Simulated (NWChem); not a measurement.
NH$_{2}$TeBr; SMILES [Te](N)Br

```xyz
5

Te     0.3152     0.8539     0.0000
Br    -0.0424    -1.6710     0.0000
N     -1.5353     1.6056     0.0000
H     -2.0791     1.4229     0.8397
H     -2.0791     1.4229    -0.8397
```
Atoms are numbered in this order, from 1.

All runs use the structure optimised with PBE0/def2-SVP. Not confirmed as a minimum by frequencies. def2 effective core potentials on Te; no spin-orbit coupling.

Symmetry labels are those of Cs in the frame above (b1 and b2, or b-type labels, depend on it).

Q: List the 4 lowest vertical singlet excitations from CAM-B3LYP/def2-SVPD with def2 effective core potentials on Te, TDA (NWChem).

A: 
```
state  energy (eV)  oscillator strength  symmetry  leading excitation (squared amplitude)
-----  -----------  -------------------  --------  --------------------------------------
S1            2.58                0.001        a"                      HOMO → LUMO (0.98)
S2            3.93                0.002        a"                    HOMO → LUMO+1 (0.92)
S3            4.59                0.010        a'                    HOMO−1 → LUMO (0.82)
S4            5.00                0.001        a"                    HOMO−3 → LUMO (0.97)
```
